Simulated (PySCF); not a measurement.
Diboron tetrachloride, B₂Cl₄.
Bonds: Cl1–B2, B2–Cl3, B2–B4, B4–Cl5, B4–Cl6.

Method used: core-valence-separated Tamm–Dancoff BHandHLYP/aug-pcX-1 (def2-SVPD on Cl) in PySCF, non-relativistic, gas phase, PBE0-D3(BJ)/def2-SVP geometry.

Computed boron K-edge spectrum, Gaussian lines of 0.5 eV full width, highest printed point 100; it ends one width below the last computed root. No shift to experiment was applied.

```
photon energy (eV)  absorption
             187.0           1
             187.2           9
             187.4          47
             187.6         100
             187.8          88
             188.0          32
             188.2           5
             188.4           0
             188.6           0
             188.8           0
             189.0           0
             189.2           0
             189.4           0
             189.6           0
             189.8           0
             190.0           0
             190.2           0
             190.4           1
             190.6           4
             190.8          11
             191.0          11
             191.2           5
             191.4           1
             191.6           0
             191.8           0
             192.0           0
             192.2           0
             192.4           0
             192.6           0
             192.8           4
             193.0          17
             193.2          28
             193.4          18
             193.6           5
             193.8           2
             194.0           9
             194.2          40
```

Task: Where are the maxima, and which lines make them up?

Result: 3 maxima:
- 187.7 eV: B2/B4 (three-coordinate boron), 187.67 eV, f = 0.186, sum of 2, 100 % of the height at the exact maximum
- 190.9 eV: B2/B4 (three-coordinate boron), 190.91 eV, f = 0.022, sum of 2, 100 % of the height at the exact maximum
- 193.2 eV: B2/B4 (three-coordinate boron), 193.21 eV, f = 0.049, sum of 2, 100 % of the height at the exact maximum

Roots within 0.03 eV on the same or equivalent atoms count as one line; shares under 12 % aren't listed.

Vibrational structure and lifetime widths aren't in the curve. The ionisation threshold wasn't computed; near and above it a finite basis only mimics Rydberg series and continuum.

Shape of the structure used: `[Cl:1][B:2]([Cl:3])[B:4]([Cl:5])[Cl:6]`: Cl1–B2–B4–Cl5 89°.
